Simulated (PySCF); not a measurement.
Species: C4H7B.
Structure used (GFN2-xTB), in Å, numbered top down from 1:
```
atom  x, y, z in Å
B1    -0.9478    1.2980    0.7828
C2    -0.3123    0.0924    0.0712
C3    -1.1658   -1.0272   -0.4835
C4     0.9940    0.0341   -0.0569
C5     2.2805    0.0064   -0.1661
H6    -2.1107    1.3570    0.9006
H7    -0.2652    2.1496    1.2034
H8    -1.8845   -0.6255   -1.1955
H9    -0.5610   -1.7824   -0.9822
H10   -1.7235   -1.4987    0.3242
H11    2.7910    0.4409   -1.0111
H12    2.9065   -0.4453    0.5871
```

Closed-shell single points with PySCF (density fitting; grid level 2 and gas phase unless stated) on one GFN2-xTB geometry.

Problem. Rank these settings by the HOMO–LUMO gap, lowest first.
A. X3LYP/ANO-RCC-VDZP, start guess atom
B. revPBE/def2-SVPD, damping 0.2 at the start, DIIS from the seventh cycle
C. PBE0/aug-pcSseg-1, start guess atom

Solution. B (3.83 eV), A (5.64 eV), C (5.90 eV).

Problem. Rank these settings by the number of (spherical) basis functions, lowest first.
A. X3LYP/aug-cc-pVDZ, start guess atom
B. X3LYP/ANO-RCC-VDZP, start guess atom
C. revPBE/def2-SVPD, damping 0.2 at the start, DIIS from the seventh cycle
D. PBE0/aug-pcSseg-1, start guess atom
E. PW91/pcSseg-1

Solution. B (105), E (120), C (156), A (178), D (193).

All figures of these runs:

```tsv
settings	basis functions	SCF cycles	E (Eh)	HOMO (eV)	LUMO (eV)	dipole (D)
X3LYP/ANO-RCC-VDZP, start guess atom	105	11	-181.3721	-7.38	-1.74	1.24
PBE0/aug-pcSseg-1, start guess atom	193	11	-181.1556	-7.74	-1.84	1.18
revPBE/def2-SVPD, damping 0.2 at the start, DIIS from the seventh cycle	156	19	-181.2312	-6.52	-2.69	1.31
PW91/pcSseg-1	120	15	-181.2979	-6.62	-2.81	1.32
X3LYP/aug-cc-pVDZ, start guess atom	178	11	-181.3340	-7.53	-1.95	1.17
```

Cycle counts include a coarse-grid stage where the run had one. ANO-RCC sets were contracted for a scalar-relativistic Hamiltonian, but ran non-relativistically here.
